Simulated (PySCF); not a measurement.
Vertical excitations of a molecule C5H7F from TDDFT-PBE/def2-SVPD run with PySCF, as energy in eV (oscillator strength): 6.05 (0.000), 6.56 (0.004), 6.86 (0.004), 7.05 (0.036), 7.38 (0.028), 7.43 (0.004), 7.58 (0.053), 7.61 (0.006), 7.66 (0.014), 7.73 (0.029). Lowest triplet (TDA): 5.21 eV. Coordinates come from a B3LYP-D3(BJ)/def2-SVP optimisation. The values are those of a single conformer.

Problem. Which molecule gave these data?
A. C=CC1(F)CC1
B. C=CCC(=C)F
C. C#C[C@H](F)CC
D. C=C(F)/C=C/C

Solution. C, C#C[C@H](F)CC
